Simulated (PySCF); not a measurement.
Computed shifts of a molecule H8N2Si2, B3LYP/pcSseg-1 run with PySCF, GIAO, gas phase, atoms alike by connectivity averaged where their shifts nearly agree, in ppm (number of nuclei): ²⁹Si: -46.8 (1), -60.0 (1). ¹⁵N: 1.0 (1), -0.2 (1). ¹H: 5.15 (1), 5.12 (1), 5.00 (1), 4.87 (1), 1.15 (1), 0.31 (1), 0.12 (1), -0.45 (1). References: ²⁹Si against TMS (σ = 338.7 ppm); ¹⁵N against NH3 (σ = 265.5 ppm); ¹H against TMS (σ = 31.68 ppm), references at their B3LYP-D3(BJ)/def2-TZVP geometries, non-relativistic. Geometry: PBE0-D3(BJ)/def2-SVP. Other conformers were not sampled.

Which structure fits?
A. N[SiH2][SiH2]N
B. N[SiH](N)[SiH3]
C. N[SiH2]N[SiH3]

A, N[SiH2][SiH2]N
